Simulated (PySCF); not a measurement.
# Electron correlation in Mo⁺ (molybdenum, charge +1)

[Kr] 4d4 5p1, one real determinant (an excited configuration). Computed with PySCF 2.14 in def2-QZVPPD with the def2 core potential (28 electrons), with scalar relativity through the core potential. Frozen: 4s2 4p6; 5 electrons correlated.

```csv
level,correlation energy (mhartree)
CCSD,-55.82
(T),-1.13
CCSD(T),-56.95
```

Diagnostics: T1 = 0.0094, D1 = 0.0285, largest double amplitude 0.050.

The real determinant used has ⟨L²⟩ near 8 against 12 for a pure F term, so it mixes terms.

Cost of the coupled-cluster step: roughly 10 core-seconds, for 5 correlated electrons.

The reference is one real determinant that mixes LS terms of this configuration.
